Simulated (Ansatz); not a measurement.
`NC[O][GeH3]` and `NCO[SiH2]Cl` differ in one atom or group.

Ansatz, PBE0-D4/def2-TZVP geometries, multiplicity 1. Each molecule was computed in one conformer, which needn't be the lowest.

Scalar relativity is left out up to krypton.

```tsv
property	`NC[O][GeH3]`
LUMO energy (PBE0/def2-TZVPP) / eV	0.39
size of the dipole moment (PBE/def2-TZVPP) / D	0.61
HOMO–LUMO gap (ωB97M-V/def2-TZVPP) / eV	11.96
HOMO energy (PBE/def2-TZVPP) / eV	-6.01
HOMO energy (ωB97M-V/def2-TZVPP) / eV	-9.87
size of the dipole moment (B3LYP/def2-TZVPP) / D	0.78
```

Question: What does the change do to each property? (Estimate.)

Answer: Ansatz gave: 
```csv
property,`NCO[SiH2]Cl`,shift
LUMO energy (PBE0/def2-TZVPP) / eV,0.56,0.17
size of the dipole moment (PBE/def2-TZVPP) / D,1.53,0.92
HOMO–LUMO gap (ωB97M-V/def2-TZVPP) / eV,12.43,0.47
HOMO energy (PBE/def2-TZVPP) / eV,-6.32,-0.31
HOMO energy (ωB97M-V/def2-TZVPP) / eV,-10.24,-0.37
size of the dipole moment (B3LYP/def2-TZVPP) / D,1.49,0.71
```

With PBE0 the HOMO falls by 0.35 eV and the LUMO rises by 0.17 eV, so the gap widens by about 0.52 eV. PBE moves the HOMO by -0.31 eV and ωB97M-V by -0.37 eV. Dipoles are sizes alone; their direction can turn.

B3LYP here is the variant with VWN-RPA as its local correlation; programs differ in this.
